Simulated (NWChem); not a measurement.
Molecule: NbH2O3F; SMILES [O]=[Nb]([OH])([OH])[F]

```xyz
7

Nb     0.0235    -0.0153     0.0000
O      1.7032     0.1888     0.0000
F     -0.3727    -1.8484     0.0000
O     -0.6684     0.8177     1.5437
H     -0.2702     1.3351     2.2507
O     -0.6684     0.8177    -1.5437
H     -0.2702     1.3351    -2.2507
```
Atoms are numbered in this order, from 1.

Program: NWChem. The geometry was optimised at PBE0/def2-SVP. def2 effective core potentials on Nb; no spin-orbit coupling. Level M06-2X/def2-SVP: energy and gradient on several grids; changes count from the extra-fine grid, which is no exact limit either.

```csv
grid,size of the energy change (μHa),largest change of a gradient component (μHa/bohr),"time, medium = 1 (rough)"
xcoarse,10000,3000,about 1
coarse,1000,700,about 1
medium,40,200,about 1
fine,10,100,about 1
xfine,< 10,< 30,2
```
